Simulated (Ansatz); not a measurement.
The pair A = CH3F (SMILES CF) (first 5 atoms), B = CHN (SMILES C#N); geometry from B3LYP-D3(BJ)/def2-TZVP.
(charge 0, multiplicity 1):
```xyz
8

C     -0.08324     0.48592    -0.50535
F     -0.15484    -0.67061     0.28179
H      0.83968     0.44876    -1.08227
H     -0.94935     0.50293    -1.16531
H     -0.08756     1.35383     0.15366
C     -0.26562    -0.19289     3.32685
N     -0.29743     0.20145     4.40308
H     -0.23520    -0.54737     2.31567
```

Cores are frozen in the correlated methods. MP2 and its Hartree–Fock in aug-cc-pVQZ are density fitted.

Run with Ansatz (Gaussian orbitals). Each number belongs to the level named beside it.

Total energies (hartree), monomers frozen at their geometry in the pair:

| structure | HF/aug-cc-pVQZ | B3LYP/def2-TZVPPD | MP2/aug-cc-pVQZ |
|---|---|---|---|
| AB | -232.0261612 | -233.2795310 | -232.8709910 |
| A in the pair's basis | -139.1061661 | -139.8098661 | -139.5812062 |
| B in the pair's basis | -92.9152813 | -93.4649640 | -93.2840856 |
| A | -139.1061026 | -139.8098254 | -139.5809580 |
| B | -92.9152685 | -93.4649264 | -93.2839521 |

Q: Work out the interaction energy without and with the counterpoise correction, and the superposition error, for each level.

A: 
E(AB) − E(A) − E(B), times 627.509 kcal/mol, with the monomers in their own basis and then in the pair's basis:
- HF/aug-cc-pVQZ: -3.01 uncorrected, -2.96 corrected; the monomers gain 0.05 kcal/mol from borrowed functions
- B3LYP/def2-TZVPPD: -3.00 uncorrected, -2.95 corrected; the monomers gain 0.05 kcal/mol from borrowed functions
- MP2/aug-cc-pVQZ: -3.82 uncorrected, -3.58 corrected; the monomers gain 0.24 kcal/mol from borrowed functions

Ansatz is a quantum-chemistry and plane-wave program.
